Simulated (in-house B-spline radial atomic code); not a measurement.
A fraction x of an electron is moved 4f → 5f in the samarium ion Sm³⁺, starting from [Xe] 4f5 and keeping the highest spin. All numbers are computed (scalar-relativistic (X2C) PW91, spin-polarised, spherical fractional occupations; Fermi nucleus of rms radius 5.0819 fm) with a B-spline radial code for spherical atoms, not measured.

| x | E(x) - E(0) (eV) | 4f up level (eV) | 5f up level (eV) |
| --- | --- | --- | --- |
| 0 | 0.0000 | -33.958 | - |
| 0.125 | 3.0753 | -35.444 | -10.172 |
| 0.25 | 6.3137 | -36.947 | -10.423 |
| 0.375 | 9.7044 | -38.456 | -10.731 |
| 0.5 | 13.2452 | -39.967 | -11.038 |
| 0.625 | ? | ? | ? |
| 0.75 | ? | ? | ? |
| 0.875 | 24.7795 | -44.491 | -11.889 |
| 1 | 28.9324 | -45.994 | -12.150 |

Question: What belongs in the row x = 0.625?

Answer: An energy change of 16.9371 eV; 4f up at -41.477 eV, 5f up at -11.334 eV.

Question: What belongs in the row x = 0.75?

Answer: An energy change of 20.7815 eV; 4f up at -42.985 eV, 5f up at -11.617 eV.

Question: Check Janak's theorem between x = 0.125 and 0.25.

Answer: The slope of the energy is 25.91 eV; the orbital levels give 25.90 eV (ε of the receiving orbital less ε of the emptying one, averaged over the two points).
